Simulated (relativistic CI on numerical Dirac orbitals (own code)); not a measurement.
**Kr5+: calculation against measurement**

Computed by Dirac-Coulomb-Breit CI, KLI orbitals optimised for each configuration, a model potential for QED, valence Slater integrals scaled by 0.9, configuration energies shifted to the measured levels that pair with them (semi-empirical) (own radial code, finite nucleus).

CI space (outside the closed core [Ar] 3d10): 4s²4p, 4s4p², 4s²4d, 4s²5s, 4p³, 4s²5p, 4s4p4d, 4s4p5s, 4s²4f, 4s4p4f, 4p4d², 4p²4d, 4s²5d, 4s²6s, 4s4d², 4s²6p, 4s²5f, 4s4p5p, 4s²5g, 4p4f², 4s²6d, 4p²4f, 4s²6f, 4s4p5d, 4s4d4f, 4s4p6s, 4p²5s, 4s4p6p, 4s4p5f, 4s4p5g. Levels of other configurations are missing.

| Configuration | Term (tabulated) | J | Measured (cm⁻¹) | Computed | Error | Purity (%) |
| --- | --- | --- | --- | --- | --- | --- |
| 4s²4p | 2P° | 1/2 | 0.0 | 0 | 0 | 97 |
| 4s²4p | 2P° | 3/2 | 8110.0 | 7887 | -223 | 97 |
| 4s4p² | 4P | 1/2 | 107836.0 | 107135 | -701 | 99 |
| 4s4p² | 4P | 3/2 | 111193.0 | 110365 | -828 | 99 |
| 4s4p² | 4P | 5/2 | 115479.0 | 114558 | -921 | 98 |
| 4s4p² | 2D | 3/2 | 141672.0 | 141692 | 20 | 89 |
| 4s4p² | 2D | 5/2 | 142727.0 | 142703 | -24 | 88 |
| 4s4p² | 2S | 1/2 | 170084.0 | 171256 | 1172 | 83 |
| 4s4p² | 2P | 1/2 | 180339.0 | 182796 | 2457 | 82 |
| 4s4p² | 2P | 3/2 | 183817.0 | 186580 | 2763 | 96 |
| 4s²4d | 2D | 3/2 | 222122.0 | 222154 | 32 | 88 |
| 4s²4d | 2D | 5/2 | 223040.0 | 223012 | -28 | 88 |
| 4s²5s | 2S | 1/2 | 275380.0 | 275380 | 0 | 97 |
| 4p³ | 2D° | 3/2 | 276011.0 | 275582 | -429 | 65 |
| 4p³ | 2D° | 5/2 | 278062.0 | 277317 | -745 | 73 |
| 4p³ | 4S° | 3/2 | 278787.0 | 279426 | 639 | 90 |
| 4p³ | 2P° | 1/2 | 303697.0 | 303873 | 176 | 81 |
| 4p³ | 2P° | 3/2 | 305385.0 | 305385 | 0 | 74 |
| 4s²5p | 2P° | 1/2 | 324120.0 | 324166 | 46 | 98 |
| 4s²5p | 2P° | 3/2 | 326657.0 | 326611 | -46 | 97 |
| 4s4p4d | 4P° | 5/2 | 331956.0 | 330462 | -1494 | 74 |
| 4s4p4d | 4D° | 1/2 | 333936.0 | 332926 | -1010 | 75 |
| 4s4p4d | 4P° | 1/2 | 338032.0 | 336253 | -1779 | 76 |
| 4s4p4d | 4D° † | 7/2 | 338119.0 | 337154 | -965 | 98 |
| 4s4p4d | 4D° † | 5/2 | 338447.0 | 337264 | -1183 | 77 |
| 4s4p4d | 2D° | 3/2 | 343190.0 | 343278 | 88 | 80 |
| 4s4p4d | 2D° | 5/2 | 343505.0 | 343528 | 23 | 75 |
| 4s4p4d | 2F° | 5/2 | 352547.0 | 352277 | -270 | 94 |
| 4s4p4d | 2F° | 7/2 | 359035.0 | 358389 | -646 | 94 |
| 4s4p4d | 2P° | 3/2 | 374279.0 | 374437 | 158 | 80 |
| 4s4p4d | 2P° | 1/2 | 377255.0 | 377232 | -23 | 85 |
| 4s4p4d | 2D° | 3/2 | 390595.0 | 395471 | 4876 | 69 |
| 4s4p4d | 2D° | 5/2 | 391878.0 | 396992 | 5114 | 86 |
| 4s4p4d | 2P° | 3/2 | 393018.0 | 397389 | 4371 | 74 |
| 4s4p5s | 4P° | 3/2 | 394817.0 | 393547 | -1270 | 97 |
| 4s4p4d | 2F° | 7/2 | 398678.0 | 402481 | 3803 | 55 |
| 4s4p4d | 2F° | 5/2 | 399599.0 | 403295 | 3696 | 56 |
| 4s4p5s | 4P° | 5/2 | 399630.0 | 398979 | -651 | 100 |
| 4s4p5s | 2P° | 1/2 | 403436.0 | 404087 | 651 | 96 |
| 4s4p5s | 2P° | 3/2 | 408520.0 | 409903 | 1383 | 95 |

Measured levels from Saloman, J. Phys. Chem. Ref. Data 36, 215 (2007); pairs were made by configuration, J and term (by order where the table uses no LS term), so strongly mixed levels may be paired wrongly.

Mean error by configuration (cm⁻¹): 4s²4p -223; 4s4p² 492; 4s²4d 2; 4s²5s 0; 4p³ -72; 4s²5p 0; 4s4p4d 1208; 4s4p5s 28. Over the excited levels the mean absolute error is 1150 cm⁻¹ (39 of the 43 excited levels that our extract of the source holds in range could be paired, and the others can miss by more), and the median relative error of those above 1,000 cm⁻¹ is 0.23 %, both after the shifts were fitted to these levels, so that a configuration with one level shows no error. † marks terms whose computed intervals miss the measured ones by more than a factor of 2.5, or configurations far off the rest, from wrong mixing, a near crossing or a doubtful label or measurement; they are left out of the means.

Configurations whose levels could be paired with our table of measured levels were shifted onto them, all but the ground configuration, by the median error of their levels; single terms can still be off by 1,000 to 2,000 cm⁻¹ or more, and rates follow the energies as ν³ (E1, M1) or ν⁵ (E2). The others borrow a shift and can be off by several thousand cm⁻¹ or more. 39 of the 43 excited levels that our extract of the measured tables holds in this range could be paired (the sources list more); they are missed by 1146 cm⁻¹ on average and 5114 at most, after the shifts were fitted to these levels, and levels without a partner can miss by more.

Shifts applied (cm⁻¹): 4s²4p 0; 4s4p² 1403; 4s²4d -2706; 4s²5s -1965; 4p³ -92; 4s²5p -9047; 4s4p4d 335; 4s4p5s -1477.
